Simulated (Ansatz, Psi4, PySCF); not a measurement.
neopentasilane (H12Si5), singlet, geometry from GFN2-xTB. Base run: PySCF with BLYP/STO-3G.

Here is a job for PySCF.
```python
from pyscf import gto, scf, dft

mol = gto.Mole()
mol.atom = '''
    Si   -0.39987379   -0.88118962   -2.13497317
    Si    0.00008728    0.00003811   -0.00007686
    Si   -0.01936908    2.34160751   -0.10489889
    Si   -1.67154749   -0.72989766    1.47203667
    Si    2.09073072   -0.73054627    0.76788792
    H    -1.68998104   -0.45654750   -2.68313463
    H    -0.41130091   -2.34577006   -2.14253522
    H     0.61550825   -0.47256910   -3.10822246
    H     0.23433488    2.96233684    1.19721786
    H    -1.30379917    2.87015447   -0.56972258
    H     0.99732510    2.86932833   -1.01760325
    H    -3.00679306   -0.28341603    1.06836245
    H    -1.73661000   -2.19012134    1.56527369
    H    -1.46866158   -0.23902180    2.83697536
    H     2.17817573   -2.19028969    0.84962613
    H     3.18787523   -0.30048259   -0.10188489
    H     2.40353971   -0.22377048    2.10598823
'''
mol.basis = 'sto-3g'
mol.verbose = 4
mol.build()

mf = dft.RKS(mol)
mf.xc = 'blyp'
mf.kernel()
```

The same geometry, method and basis name were run in Ansatz (a program for electronic structure) and Psi4 and PySCF, at each program's defaults and at the settings that a row names. The base is PySCF at its defaults. Differences at the defaults can come from grids, fitting, cores and function types together.

| code and settings | ΔE vs base (mEh) | basis functions | E (Eh) | SCF cycles |
|---|---|---|---|---|
| PySCF, defaults (exact integrals, its default grid, spherical functions) | 0.000 | 57 | -1437.72396 | 7 |
| Psi4, defaults (density fitting with its default set, its default grid, spherical functions) | -3.832 | 57 | -1437.72779 | 6 |
| Ansatz, defaults (factorised integrals, its default grid, spherical functions) | 0.012 | 57 | -1437.72395 | - |
| PySCF, density fitting with def2-universal-jkfit | -3.826 | 57 | -1437.72779 | 7 |
| PySCF, fine grid | 0.006 | 57 | -1437.72396 | 7 |
| Psi4, exact integrals, spherical functions, fine grid | 0.005 | 57 | -1437.72396 | 8 |
| Ansatz, high accuracy | 0.007 | 57 | -1437.72395 | - |
